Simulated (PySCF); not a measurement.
C5H6FNO.
SMILES with atom numbers: `[N:1]#[C:2][C@@H:3]1[CH2:4][C@H:5]([F:6])[CH2:7][O:8]1` (hydrogens: H9 on C3; H10, H11 on C4; H12 on C5; H13, H14 on C7)

Computed by this run: PySCF 2.14.0, PBE0-D3(BJ)/def2-SVP geometry optimisation, gas phase; density fitting, grid level 1; the optimiser is geomeTRIC in internal coordinates, started from a GFN2-xTB structure.

Step 0: E = -11514.4343 eV
```
atom  x, y, z in Å  |  force x, y, z in eV/Å
N1      2.5795    0.7853   -1.2912    1.174   0.859  -1.339
C2      1.9129    0.2805   -0.5134   -0.786  -0.538   1.017
C3      1.0404   -0.3379    0.4770   -0.654   0.040   0.356
C4     -0.0933   -1.1246   -0.2160   -0.010   0.508   0.336
C5     -1.2391   -0.1061   -0.2740    0.247   0.245  -0.340
F6     -1.4953    0.2755   -1.5696    0.070   0.083  -0.039
C7     -0.7197    1.0973    0.5379    0.114  -0.456   0.003
O8      0.3903    0.6354    1.2720    0.164  -0.358  -0.187
H9      1.6516   -0.9538    1.1453    0.099  -0.112   0.082
H10    -0.3727   -1.9901    0.3817   -0.025  -0.274   0.202
H11     0.1820   -1.4498   -1.2184   -0.042  -0.139  -0.272
H12    -2.1811   -0.5075    0.1112   -0.117  -0.142   0.230
H13    -0.4274    1.8897   -0.1652   -0.033   0.130  -0.217
H14    -1.4442    1.4908    1.2503   -0.201   0.155   0.167
```

Step 1: E = -11514.4716 eV
```
atom  x, y, z in Å  |  force x, y, z in eV/Å
N1      2.5056    0.9396   -1.2941    0.038  -0.033  -0.027
C2      1.8648    0.3373   -0.5429   -0.014  -0.009  -0.099
C3      1.0286   -0.3633    0.4513    0.218   0.008   0.272
C4     -0.1277   -1.1503   -0.1803    0.301  -0.034  -0.049
C5     -1.2167   -0.0887   -0.3135   -0.046  -0.070   0.086
F6     -1.3736    0.3255   -1.6126    0.077  -0.006   0.035
C7     -0.6902    1.0700    0.5537   -0.251   0.033  -0.128
O8      0.4023    0.5690    1.2913   -0.235   0.034  -0.119
H9      1.6971   -0.9734    1.0793   -0.044  -0.067  -0.082
H10    -0.4210   -1.9493    0.5154   -0.059   0.048  -0.019
H11     0.1327   -1.6021   -1.1477   -0.122   0.024  -0.003
H12    -2.1918   -0.4665    0.0330   -0.004   0.025  -0.043
H13    -0.3803    1.8673   -0.1487    0.011   0.028   0.074
H14    -1.4459    1.4697    1.2432    0.129   0.020   0.101
```

Step 2: E = -11514.4854 eV
```
atom  x, y, z in Å  |  force x, y, z in eV/Å
N1      2.5243    0.9016   -1.3162    0.015  -0.039  -0.020
C2      1.8762    0.3248   -0.5511   -0.025   0.047   0.034
C3      1.0359   -0.3548    0.4574   -0.057   0.104   0.060
C4     -0.1154   -1.1423   -0.1803    0.065  -0.034  -0.010
C5     -1.2162   -0.0901   -0.3137   -0.014   0.009   0.045
F6     -1.3618    0.3262   -1.6124    0.031   0.007  -0.032
C7     -0.7110    1.0737    0.5573   -0.020  -0.059  -0.086
O8      0.3898    0.5796    1.2852    0.129  -0.049  -0.006
H9      1.6964   -0.9743    1.0829   -0.030   0.011   0.012
H10    -0.4185   -1.9395    0.5118   -0.012   0.000   0.006
H11     0.1336   -1.5909   -1.1510   -0.063   0.005  -0.014
H12    -2.1904   -0.4785    0.0220   -0.016   0.008  -0.038
H13    -0.4078    1.8844   -0.1316   -0.026   0.014   0.008
H14    -1.4511    1.4651    1.2672    0.022  -0.024   0.041
```

Question: Estimate the geometry and energy of step 3. (The exact step hangs on the optimiser's Hessian estimate; all steps are aligned on step 2, rigid shifts and turns removed.)

Answer: E = -11514.4893 eV, largest force 0.111 eV/Å
```
atom  x, y, z in Å  |  force x, y, z in eV/Å
N1      2.5323    0.8788   -1.3308    0.004  -0.030  -0.009
C2      1.8795    0.3215   -0.5552   -0.008   0.048   0.039
C3      1.0377   -0.3470    0.4597   -0.047   0.016  -0.024
C4     -0.1116   -1.1392   -0.1790   -0.021  -0.019   0.016
C5     -1.2144   -0.0900   -0.3162    0.010   0.016   0.049
F6     -1.3480    0.3295   -1.6157    0.025   0.011  -0.020
C7     -0.7171    1.0714    0.5606   -0.009   0.014   0.000
O8      0.3923    0.5872    1.2836    0.096  -0.042  -0.038
H9      1.6944   -0.9658    1.0885    0.006  -0.003   0.015
H10    -0.4194   -1.9345    0.5134    0.012  -0.004   0.012
H11     0.1266   -1.5879   -1.1519   -0.001  -0.005  -0.005
H12    -2.1906   -0.4821    0.0087   -0.018   0.014  -0.035
H13    -0.4263    1.8920   -0.1214   -0.026   0.008  -0.003
H14    -1.4513    1.4507    1.2832   -0.023  -0.025   0.003
```

The energy changes by -0.0039 eV. The first-order estimate −F·Δx gives -0.0051 eV and the mean of the old and new forces, exact on a quadratic surface, -0.0036 eV. The step makes an angle of 69° with the force vector and moves no atom by more than 0.028 Å.

What follows is the cost of the whole optimisation. Hardware: an Arm Neoverse V2 with one thread (shared host). Cost: 1.8 min wall, 0.58 GiB resident at most.
